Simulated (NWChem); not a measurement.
# C$_{3}$H$_{8}$Mg; SMILES C[CH]([MgH])C

```xyz
12

Mg     0.0009     1.6954     0.2599
H      0.0028     3.3617     0.6968
C     -0.0017    -0.3689    -0.2700
C     -1.2703    -1.1044     0.2030
C      1.2625    -1.1092     0.2076
H      0.0005    -0.3989    -1.3720
H     -1.2676    -2.1633    -0.1086
H     -1.3633    -1.1059     1.2984
H     -2.1897    -0.6571    -0.1983
H      2.1851    -0.6653    -0.1902
H      1.2569    -2.1681    -0.1041
H      1.3514    -1.1112     1.3034
```
Atoms are numbered in this order, from 1.

Computed with NWChem. STO-3G and 3-21G are far too small for this property and stand as cheap habits. Coordinates come from a B3LYP/6-31G* (spherical d) optimisation. B3LYP is NWChem's, with the RPA form of VWN correlation. Field at 589 nm.

Predict the results for B3LYP/STO-3G. Quantities: isotropic polarisability (bohr³); anisotropy (bohr³).


```yaml
isotropic polarisability (bohr³): 29.0
anisotropy (bohr³): 20.2
```
